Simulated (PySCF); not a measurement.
C₂H₆MgSe. Atoms are numbered in the order given.

```xyz
10

Mg    -0.1049    -0.6625    -0.1836
C     -0.7376    -2.4100    -1.1760
C     -1.6147    -2.1929    -2.4211
H     -1.2751    -3.0402    -0.4430
H      0.1638    -2.9906    -1.4481
H     -1.0969    -1.6034    -3.1976
H     -2.5479    -1.6532    -2.1842
H     -1.9150    -3.1444    -2.8979
Se     0.6083     1.3947     0.9422
H      1.3616     0.5809     1.9214
```
Charge 0, spin multiplicity 1.

Geometry optimised at B3LYP-D3(BJ)/def2-SVP. The structure was generated by enumeration; whether it is a known compound was not checked. The values are those of a single conformer.

The numbers are results of PySCF with TDA-PBE/def2-SVPD, not measurements.

Vertical excitations. 

Computed excitation energies, oscillator strengths and character:
```csv
state,energy (eV),λ (nm),f,main pairs
S1,3.95,314,0.048,HOMO→LUMO 100 %
S2,4.32,287,0.000,HOMO→LUMO+1 100 %
S3,4.43,280,0.043,"HOMO−1→LUMO+1 68 %, HOMO−1→LUMO 28 %"
S4,4.56,272,0.160,"HOMO−1→LUMO 50 %, HOMO−1→LUMO+1 30 %, HOMO→LUMO+2 13 %"
S5,4.84,256,0.013,HOMO−1→LUMO+2 99 %
S6,4.95,250,0.101,"HOMO→LUMO+2 67 %, HOMO−2→LUMO 12 %, HOMO−1→LUMO+3 11 %"
S7,5.20,238,0.013,HOMO→LUMO+3 98 %
S8,5.30,234,0.067,HOMO−1→LUMO+3 83 %
S9,5.68,218,0.121,HOMO−2→LUMO 74 %
S10,5.84,212,0.008,HOMO→LUMO+4 96 %
T1,3.64,341,0,HOMO−1→LUMO 99 %
T2,3.69,336,0,HOMO→LUMO 99 %
T3,4.23,293,0,HOMO→LUMO+1 99 %
T4,4.23,293,0,HOMO−1→LUMO+1 99 %
```
Triplets are in the Tamm–Dancoff approximation.
